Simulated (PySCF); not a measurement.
C5H13ClGe.
SMILES: `C[C](C)([GeH2][CH2]Cl)C`

Torsions of this conformer, `[CH3:1][C:2]([CH3:3])([CH3:4])[GeH2:5][CH2:6][Cl:7]`: C1–C2–Ge5–C6 -83°, C2–Ge5–C6–Cl7 56°.

The closed-shell ground state was solved at several levels (PySCF, density fitting, gas phase). The structure is a single PBE0-D3(BJ)/def2-SVP conformer in the gas phase; no vibrational or solvent corrections. Relativistic effects, spin–orbit coupling among them, are left out although an element past zinc is present.

```
              level  basis functions  total energy (Eh)  HOMO (eV)  LUMO (eV)  gap (eV)  dipole (D)
CAM-B3LYP/def2-SVPD              269         -2735.0358      -8.93       1.00      9.93        1.59
      PBE0/pcSseg-1              215         -2734.6368      -7.64       0.46      8.10        1.62
```

Question: What might KT2/pcSseg-1 (215 basis functions) give for the same quantities?

Answer: Total energy -2750.7113 Eh, HOMO -6.51 eV, LUMO -0.72 eV, gap 5.79 eV, dipole 1.53 D.

Question: Over all these levels, which gives the widest orbital gap and which the narrowest?

Answer: CAM-B3LYP/def2-SVPD (range-separated hybrid) has the widest, 9.93 eV, and KT2/pcSseg-1 (GGA) the narrowest, 5.79 eV. Functional and basis both differ between the two, so the spread mixes both effects.

Question: How far do the dipole and the HOMO energy spread over the levels?

Answer: The dipole runs from 1.53 to 1.62 D (mean 1.58 D) and the HOMO from -8.93 to -6.51 eV.
